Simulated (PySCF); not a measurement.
A side-by-side comparison of computed properties.

First species: C₅H₆N₂O₂.
SMILES: `Cn1nc(O)ccc1=O`

Second species: C₇H₁₆N₂.
SMILES: `CC(C)N(N)C1CCC1`

Levels: PBE0/pcSseg-1 for dipole moment, HOMO energy, LUMO energy and HOMO–LUMO gap; GFN2-xTB for rotational constant A and rotational constant C. Geometries: GFN2-xTB. All species are isolated and taken at one optimised geometry, non-relativistic unless stated; the electronic structure was computed with PySCF and density fitting.

The conformers computed, where there is a choice (atom-mapped SMILES and torsion angles):
- `[CH3:1][n:2]1[n:3][c:4]([OH:5])[cH:6][cH:7][c:8]1=[O:9]`: H–O5–C4–N3 0°
- `[CH3:1][CH:2]([CH3:3])[N:4]([NH2:5])[CH:6]1[CH2:7][CH2:8][CH2:9]1`: C1–C2–N4–N5 66°, C2–N4–C6–C7 166°, H–N5–N4–C2 88°, H–N5–N4–C2 -154°

| property | column X | column Y |
| --- | --- | --- |
| dipole moment | 2.92 D | 1.52 D |
| HOMO energy | -6.50 eV | -6.17 eV |
| LUMO energy | -1.77 eV | 1.23 eV |
| HOMO–LUMO gap | 4.73 eV | 7.40 eV |
| rotational constant A | 3.208 GHz | 2.932 GHz |
| rotational constant C | 1.012 GHz | 0.924 GHz |

(1) Which column belongs to which species?

(2) How does each property change from the first species to the second?

Results:

(1) Column X is the first species and column Y the second. The first has 15 atoms and 66 electrons, the second 25 and 72.

(2) dipole moment -1.40 D; HOMO energy +0.33 eV; LUMO energy +3.00 eV; HOMO–LUMO gap +2.67 eV; rotational constant A -0.276 GHz; rotational constant C -0.088 GHz.

On the first: The dipole equals about 9.7 × 10⁻³⁰ C·m (1 D = 3.33564 × 10⁻³⁰ C·m).

On the second: The dipole equals about 5.1 × 10⁻³⁰ C·m (1 D = 3.33564 × 10⁻³⁰ C·m).
